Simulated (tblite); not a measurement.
Species: CH13N3OSi3.
Bonds: C1–O2, O2–Si3, Si3–N4, N4–Si5, N4–Si6, Si6–N7, Si6–N8. Hydrogens: H9, H10, H11 on C1; H12, H13 on Si3; H14, H15, H16 on Si5; H17 on Si6; H18, H19 on N7; H20, H21 on N8.

Computed with GFN2-xTB (tblite), gas phase: L-BFGS steps from a force-field or distance-geometry start until the largest atomic force falls under 0.01 eV/Å.

At the end of the run (lengths in Å): Si6–N8 1.725, O2–Si3 1.623, N4–Si5 1.727, Si6–N7 1.724, Si3–N4 1.719, N7–H19 1.007, N8–H20 1.007, C1–O2–Si3 124.4°, Si5–N4–Si6 124.7°, N4–Si6–N8 116.4°, O2–Si3–N4 103.6°, C1–O2–Si3–N4 -176°, O2–Si3–N4–Si5 -175°, Si3–N4–Si6–N7 -64°, H17–Si6–N7–H18 -69°, H18–N7–Si6–N4 53°.

**Question.** These geometries were met on the way; a selection of coordinates is given. Order them by energy above the end point, lowest first.
A. Si6–N8 1.725, O2–Si3 1.619, N4–Si5 1.738, Si6–N7 1.722, Si3–N4 1.727, N7–H19 1.005, N8–H20 1.003, C1–O2–Si3 125.0°, Si5–N4–Si6 120.0°, N4–Si6–N8 105.7°, O2–Si3–N4 107.6°, C1–O2–Si3–N4 -167°, O2–Si3–N4–Si5 146°, Si3–N4–Si6–N7 -18°, H17–Si6–N7–H18 180°, H18–N7–Si6–N4 -55°
B. Si6–N8 1.794, O2–Si3 1.691, N4–Si5 1.795, Si6–N7 1.780, Si3–N4 1.774, N7–H19 1.060, N8–H20 1.051, C1–O2–Si3 106.0°, Si5–N4–Si6 108.0°, N4–Si6–N8 104.6°, O2–Si3–N4 114.5°, C1–O2–Si3–N4 -179°, O2–Si3–N4–Si5 129°, Si3–N4–Si6–N7 -55°, H17–Si6–N7–H18 166°, H18–N7–Si6–N4 -62°
C. Si6–N8 1.735, O2–Si3 1.616, N4–Si5 1.731, Si6–N7 1.716, Si3–N4 1.731, N7–H19 1.005, N8–H20 1.008, C1–O2–Si3 124.2°, Si5–N4–Si6 121.7°, N4–Si6–N8 113.3°, O2–Si3–N4 107.4°, C1–O2–Si3–N4 -179°, O2–Si3–N4–Si5 142°, Si3–N4–Si6–N7 -18°, H17–Si6–N7–H18 -161°, H18–N7–Si6–N4 -40°
D. Si6–N8 1.742, O2–Si3 1.618, N4–Si5 1.747, Si6–N7 1.725, Si3–N4 1.738, N7–H19 1.008, N8–H20 1.010, C1–O2–Si3 121.9°, Si5–N4–Si6 115.9°, N4–Si6–N8 108.8°, O2–Si3–N4 111.5°, C1–O2–Si3–N4 -169°, O2–Si3–N4–Si5 136°, Si3–N4–Si6–N7 -28°, H17–Si6–N7–H18 177°, H18–N7–Si6–N4 -66°
E. Si6–N8 1.731, O2–Si3 1.624, N4–Si5 1.745, Si6–N7 1.724, Si3–N4 1.719, N7–H19 1.012, N8–H20 1.008, C1–O2–Si3 111.8°, Si5–N4–Si6 113.4°, N4–Si6–N8 107.9°, O2–Si3–N4 115.0°, C1–O2–Si3–N4 -172°, O2–Si3–N4–Si5 133°, Si3–N4–Si6–N7 -43°, H17–Si6–N7–H18 172°, H18–N7–Si6–N4 -65°

**Answer.** C (0.222 eV), A (0.359 eV), D (0.583 eV), E (0.941 eV), B (1.536 eV).

```csv
step,E above end (eV),"rms distance from the end, all atoms (Å)",largest force (eV/Å),rms shift of all bonds from the end (Å)
51,0.222,0.706,0.105,0.005
33,0.359,0.744,0.194,0.005
12,0.583,0.814,0.423,0.013
5,0.941,0.863,0.538,0.012
0,1.536,0.887,1.689,0.039
```

Rows stand in the order of the answer.
